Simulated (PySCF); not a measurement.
# Nuclear quadrupole coupling in `[H]/N=C/[C@@H](C)CCC`

Compound: C6H13N.
Structure used (GFN2-xTB), in Å, numbered top down from 1:
```xyz
20
C6H13N angstrom
C     -2.7393   -0.6625   -0.1527
C     -1.2670   -0.8442    0.1953
C     -0.5123    0.4829    0.1763
C      0.9706    0.3129    0.5271
C      1.6628    1.6745    0.6276
C      1.6551   -0.5038   -0.5227
N      2.2536   -1.5636   -0.2248
H     -3.2628   -1.6146   -0.1086
H     -2.8484   -0.2581   -1.1569
H     -3.2148    0.0237    0.5452
H     -1.1788   -1.2918    1.1871
H     -0.8045   -1.5331   -0.5147
H     -0.5995    0.9363   -0.8147
H     -0.9691    1.1685    0.8936
H      1.0627   -0.2138    1.4807
H      1.5940    2.2086   -0.3183
H      2.7131    1.5489    0.8797
H      1.1921    2.2781    1.3999
H      1.5863   -0.0847   -1.5389
H      2.7010   -2.0536   -0.9972
```

Field gradients from the PBE0/pcSseg-1 density (PySCF, non-relativistic), principal values in atomic units, ordered |Vxx| ≤ |Vyy| ≤ |Vzz|:

```tsv
atom	Vxx	Vyy	Vzz
N7	0.3106	0.7126	-1.0232
```

Q: Find the asymmetry η = (Vxx − Vyy)/Vzz and the couplings χ = eQV/h (234.96 MHz × Q in barn × V in au), with Q(14N) = 0.02044 b.

A: 
| atom | environment | nucleus | η | χzz (MHz) | χxx (MHz) | χyy (MHz) |
| --- | --- | --- | --- | --- | --- | --- |
| N7 | imine nitrogen | 14N | 0.39 | -4.914 | 1.492 | 3.422 |

Q: What is Vzz at N7 in SI units (1 au = 9.71736 × 10²¹ V/m²)?

A: -1.0232 au = -9.943 × 10²¹ V/m².

Q: What couplings would deuterons (Q(2H) = 0.00286 b) have in place of the hydrogens, at this geometry?

A: 
```csv
atom,bonded to,bond length (Å),Vzz (au),η,χzz (kHz)
H8,C1,1.087,0.3169,0.01,213
H9,C1,1.088,0.3150,0.02,212
H10,C1,1.088,0.3146,0.02,211
H11,C2,1.092,0.3044,0.02,205
H12,C2,1.092,0.3023,0.03,203
H13,C3,1.093,0.3021,0.02,203
H14,C3,1.092,0.3039,0.03,204
H15,C4,1.093,0.2958,0.01,199
H16,C5,1.089,0.3132,0.02,210
H17,C5,1.087,0.3142,0.01,211
H18,C5,1.087,0.3163,0.02,213
H19,C6,1.101,0.2848,0.04,191
H20,N7,1.018,0.3894,0.04,262
```

The structure is a single GFN2-xTB conformer in the gas phase; no vibrational or solvent corrections. GFN2-xTB bond lengths can be off by several hundredths of an ångström, more for odd bonds, and the gradients follow them. With a basis this small, the couplings can be 20 % off.
